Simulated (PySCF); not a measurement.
CH8GeOSi, SMILES O[CH2][GeH2][SiH3].

Geometry optimised at PBE0-D3(BJ)/def2-SVP. This is a generated structure with no PubChem entry under its InChIKey; it may be hypothetical. One conformer was computed; it need not be the lowest.

Two levels are set side by side: TDA-PBE/def2-SVPD (PySCF) and TDA-CAM-B3LYP/def2-SVPD (PySCF). Vertical, same geometry. The lowest singlet is HOMO→LUMO 98 % with PBE and HOMO→LUMO 77 % with the other functional; states are paired by order. Differences are taken from unrounded values.

```json
[
 {"quantity": "lowest singlet excitation (eV)", "TDA-CAM-B3LYP": "6.28", "TDA-PBE": "5.34", "TDA-PBE minus TDA-CAM-B3LYP": "-0.94"},
 {"quantity": "lowest triplet excitation (TDA) (eV)", "TDA-CAM-B3LYP": "5.94", "TDA-PBE": "5.10", "TDA-PBE minus TDA-CAM-B3LYP": "-0.84"},
 {"quantity": "first bright state (f over 0.05) (eV)", "TDA-CAM-B3LYP": "6.81", "TDA-PBE": "5.90", "TDA-PBE minus TDA-CAM-B3LYP": "-0.91"},
 {"quantity": "its oscillator strength", "TDA-CAM-B3LYP": "0.07", "TDA-PBE": "0.07", "TDA-PBE minus TDA-CAM-B3LYP": "0.00"}
]
```

Functionals without exact exchange tend to place singlet excitations lower, as here. Differences between two approximate levels are no errors against the true value.

Rough cost on one machine, each run with all the roots and properties that it gave: TDA-CAM-B3LYP against TDA-PBE about 4 times.
